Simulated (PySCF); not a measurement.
A structure optimised at B3LYP-D3(BJ)/def2-TZVP, used in a PySCF frequency run:

```xyz
3

Cd     0.0000     0.0000    -0.7249
F      0.0000     0.0000    -2.6718
Br     0.0000     0.0000     1.6812
```
Charge 0, spin multiplicity 1.

Problem. Write its SMILES, formula and point group.

Solution. [F][Cd][Br], BrCdF, C∞v

Problem. What are its rotational constants (standard atomic weights)?

Solution. 1.2018 GHz (linear rotor, B only)
